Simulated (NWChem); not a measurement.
System: N2H3 anion

Excerpt of the output:

```
             Northwest Computational Chemistry Package (NWChem) 7.3.0
             --------------------------------------------------------

 CS  symmetry detected

                             Geometry "geometry" -> ""
                             -------------------------

 Output coordinates in angstroms (scale by  1.889725989 to convert to a.u.)

  No.       Tag          Charge          X              Y              Z
 ---- ---------------- ---------- -------------- -------------- --------------
    1 N                    7.0000    -0.09477057    -0.80047909     0.00000000
    2 N                    7.0000     0.08950071     0.66291558     0.00000000
    3 H                    1.0000     0.87207234    -1.14385255     0.00000000
    4 H                    1.0000    -0.41759169     1.05339856     0.80537879
    5 H                    1.0000    -0.41759169     1.05339856    -0.80537879

 Effective nuclear repulsion energy (a.u.)      34.6173941277

      Symmetry information
      --------------------

 Group name             Cs
 Group number              2
 Group order               2
 No. of unique centers     4

                                 NWChem DFT Module
                                 -----------------

 Summary of "ao basis" -> "ao basis" (spherical)
 ------------------------------------------------------------------------------
       Tag                 Description            Shells   Functions and Types
 ---------------- ------------------------------  ------  ---------------------
 N                          6-31+g*                  8       18   4s3p1d
 H                          6-31+g*                  2        2   2s

      Symmetry analysis of basis
      --------------------------

        a'         30
        a"         12

            General Information
            -------------------
          SCF calculation type: DFT
          Wavefunction type:  closed shell.
          No. of atoms     :     5
          No. of electrons :    18
           Alpha electrons :     9
            Beta electrons :     9
          Charge           :    -1
          Spin multiplicity:     1
          Use of symmetry is: on ; symmetry adaption is: on
          Maximum number of iterations: 150
          AO basis - number of functions:    42
                     number of shells:    22
          Convergence on energy requested:  1.00D-06
          Convergence on density requested:  1.00D-05
          Convergence on gradient requested:  5.00D-04

              XC Information
              --------------
                         B3LYP Method XC Potential
                     Hartree-Fock (Exact) Exchange  0.200
                        Slater Exchange Functional  0.800 local
                    Becke 1988 Exchange Functional  0.720 non-local
              Lee-Yang-Parr Correlation Functional  0.810
                  VWN I RPA Correlation Functional  0.190 local

             Grid Information
             ----------------
          Grid used for XC integration:  medium
          Radial quadrature: Mura-Knowles
          Angular quadrature: Lebedev.
          Tag              B.-S. Rad. Rad. Pts. Rad. Cut. Ang. Pts.
          ---              ---------- --------- --------- ---------
          N                   0.65       49           9.0       434
          H                   0.35       45           8.0       434
          Grid pruning is: on
          Number of quadrature shells:   188
          Spatial weights used:  Erf1

      Superposition of Atomic Density Guess
      -------------------------------------

 Sum of atomic energies:        -110.08598176

 Renormalizing density from      17.00 to     18

      Non-variational initial energy
      ------------------------------

 Total energy =    -114.655561
 1-e energy   =    -229.886923
 2-e energy   =      80.613968
 HOMO         =       0.180127
 LUMO         =       0.303569

      Symmetry analysis of molecular orbitals - initial
      -------------------------------------------------

  Numbering of irreducible representations:

     1 a'          2 a"

  Orbital symmetries:

     1 a'          2 a'          3 a'          4 a'          5 a"
     6 a'          7 a'          8 a'          9 a"         10 a'
    11 a'         12 a'         13 a"         14 a'         15 a"
    16 a'         17 a'         18 a"         19 a'

     ---------------------------------------------
      Total Density - Mulliken Population Analysis
     ---------------------------------------------

    Atom       Charge   Shell Charges
 -----------   ------   -------------------------------------------------------
    1 N    7     8.14   2.00  0.76  1.94  0.98  1.70  0.05  0.70  0.02
    2 N    7     7.61   2.00  0.72  1.87  0.89  1.65  0.08  0.37  0.03
    3 H    1     0.79   0.49  0.31
    4 H    1     0.73   0.48  0.25
    5 H    1     0.73   0.48  0.25

   convergence    iter        energy       DeltaE   RMS-Dens  Diis-err
 ---------------- ----- ----------------- --------- --------- ---------
 d= 0,ls=0.0,diis     1   -111.0150715471 -1.46D+02  5.07D-02  1.70D+00
 d= 0,ls=0.0,diis     2   -110.8071390112  2.08D-01  4.00D-02  3.52D+00
 d= 0,ls=0.0,diis     3   -111.2167632921 -4.10D-01  5.77D-03  9.15D-03
 d= 0,ls=0.0,diis     4   -111.2178800024 -1.12D-03  1.11D-03  1.81D-04
 d= 0,ls=0.0,diis     5   -111.2179018748 -2.19D-05  2.22D-04  9.98D-05
  Resetting Diis
 d= 0,ls=0.0,diis     6   -111.2179131215 -1.12D-05  1.58D-04  6.73D-06
 d= 0,ls=0.0,diis     7   -111.2179140302 -9.09D-07  3.85D-05  1.54D-07
 d= 0,ls=0.0,diis     8   -111.2179140501 -1.99D-08  1.74D-05  1.85D-07
 d= 0,ls=0.0,diis     9   -111.2179140685 -1.84D-08  4.22D-06  2.34D-08

         Total DFT energy =     -111.217914068466
      One electron energy =     -223.572473805649
           Coulomb energy =       92.807383834924
    Exchange-Corr. energy =      -15.070218225413
 Nuclear repulsion energy =       34.617394127672

 Numeric. integr. density =       18.000000246068

                  Occupations of the irreducible representations
                  ----------------------------------------------

                     irrep           alpha         beta
                     --------     --------     --------
                     a'                7.0          7.0
                     a"                2.0          2.0

                       DFT Final Molecular Orbital Analysis
                       ------------------------------------

 Vector    7  Occ=2.000000D+00  E=-1.069606D-01  Symmetry=a'
              MO Center=  4.5D-02,  1.1D-01, -8.5D-16, r^2= 1.6D+00
   Bfn.  Coefficient  Atom+Function         Bfn.  Coefficient  Atom+Function
  ----- ------------  ---------------      ----- ------------  ---------------
    21      0.413744  2 N  px                25      0.281219  2 N  px
     3      0.250664  1 N  px                24      0.238345  2 N  s
     6     -0.232002  1 N  s                 28     -0.167484  2 N  s
    20      0.166371  2 N  s                  2     -0.163519  1 N  s
    29      0.128316  2 N  px                 7      0.121118  1 N  px

 Vector    8  Occ=2.000000D+00  E= 3.492298D-02  Symmetry=a'
              MO Center= -2.5D-02, -2.4D-01, -1.0D-16, r^2= 2.1D+00
   Bfn.  Coefficient  Atom+Function         Bfn.  Coefficient  Atom+Function
  ----- ------------  ---------------      ----- ------------  ---------------
    10      0.511688  1 N  s                  3     -0.364747  1 N  px
    21      0.361564  2 N  px                 6      0.339093  1 N  s
    25      0.262012  2 N  px                28     -0.257110  2 N  s
    29      0.235357  2 N  px                38     -0.231135  3 H  s
     7     -0.198136  1 N  px                30      0.197373  2 N  py

 Vector    9  Occ=2.000000D+00  E= 7.288450D-02  Symmetry=a"
              MO Center= -9.4D-02, -7.2D-01, -1.4D-16, r^2= 1.6D+00
   Bfn.  Coefficient  Atom+Function         Bfn.  Coefficient  Atom+Function
  ----- ------------  ---------------      ----- ------------  ---------------
     5      0.565326  1 N  pz                 9      0.394257  1 N  pz
    13      0.359366  1 N  pz                40     -0.201544  4 H  s
    42      0.201544  5 H  s                 31     -0.101820  2 N  pz
    39     -0.098995  4 H  s                 41      0.098995  5 H  s
    23     -0.084051  2 N  pz                33     -0.032708  2 N  d -1

 Vector   10  Occ=0.000000D+00  E= 2.009333D-01  Symmetry=a'
              MO Center= -3.7D-01,  1.9D+00,  9.0D-15, r^2= 4.4D+00
   Bfn.  Coefficient  Atom+Function         Bfn.  Coefficient  Atom+Function
  ----- ------------  ---------------      ----- ------------  ---------------
    10      2.607953  1 N  s                 30      1.712929  2 N  py
    28     -1.315585  2 N  s                 12      0.930187  1 N  py
    24     -0.448505  2 N  s                 11      0.356217  1 N  px
    29     -0.338815  2 N  px                26     -0.245269  2 N  py
    40     -0.168118  4 H  s                 42     -0.168118  5 H  s

 Vector   11  Occ=0.000000D+00  E= 2.503317D-01  Symmetry=a'
              MO Center=  2.2D-01, -1.5D+00,  1.7D-14, r^2= 6.1D+00
   Bfn.  Coefficient  Atom+Function         Bfn.  Coefficient  Atom+Function
  ----- ------------  ---------------      ----- ------------  ---------------
    28      6.032107  2 N  s                 10     -4.425200  1 N  s
    12     -2.493702  1 N  py                30     -2.129601  2 N  py
    29     -0.772061  2 N  px                 6     -0.560036  1 N  s
    40     -0.294970  4 H  s                 42     -0.294970  5 H  s
    24     -0.275208  2 N  s                 11      0.232871  1 N  px

[...]
```

Level: B3LYP/6-31+G* (spherical d). Structure relaxed at the B3LYP/def2-SVPD level. The highest occupied level is positive, so the extra electron may be held by the finite basis.

Task: Reconstruct the input file.

Result: Several could match; the one computed here: the input that was run:
```
start job
memory heap 200 mb stack 700 mb global 900 mb
charge -1
geometry units angstroms noautoz
  N      0.005488    -0.805974     0.138560
  N      0.077348     0.656455    -0.039253
  H      0.675708    -1.145630    -0.560103
  H      0.307789     1.082281     0.868410
  H     -0.871442     1.007239    -0.226270
end
basis spherical
  * library 6-31+g*
end
dft
  xc b3lyp
  iterations 150
  mulliken
end
task dft energy
```
